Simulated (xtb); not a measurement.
CHO2, SMILES O=C=[OH+], charge +1. All values are semi-empirical tight-binding results from xtb (GFN2-xTB unless named), good for trends rather than for accurate numbers. Geometry optimised at GFN2-xTB. The isomer is the one that the SMILES or the coordinates give; other isomers of the formula were not compared.

Optimised geometry:

```xyz
4

O     -0.0132     1.2231     0.0000
C     -0.0216     0.1089     0.0000
O      0.0925    -1.0728     0.0000
H     -0.5048    -1.8560     0.0000
```
Charge +1, spin multiplicity 1.

Computed properties:
- point group as xtb finds it = Cs
- orbital gap = 7.97 eV
- zero-point energy = 12.6 kcal/mol
- G − E(el) at 298.15 K (modified RRHO) = -1.7 kcal/mol
- static polarisability (D4 model) = 18.7 bohr³
- solvation energy, GFN2-xTB/ALPB(water) = -81.4 kcal/mol
- solvation energy, GFN2-xTB/ALPB(acetone) = -68.2 kcal/mol

Computed IR lines (harmonic; lines under 4 % of the strongest left out, lines within 3 cm⁻¹ merged):
ν (cm⁻¹): 530 (m), 687 (s), 2553 (vs), 3136 (s) (against the strongest line: vs over 80 %, s over 45 %, m over 15 %, w over 4 %, vw less)

Task: Give the atomic charges and the Wiberg bond orders between heavy atoms. (An estimate is asked for; the answer gives what the named calculation found.)

Result: charges (e) O1 0.07, C2 0.51, O3 -0.07, H4 0.49. Bond orders O1–C2 2.30, O1–O3 0.33, C2–O3 1.62.
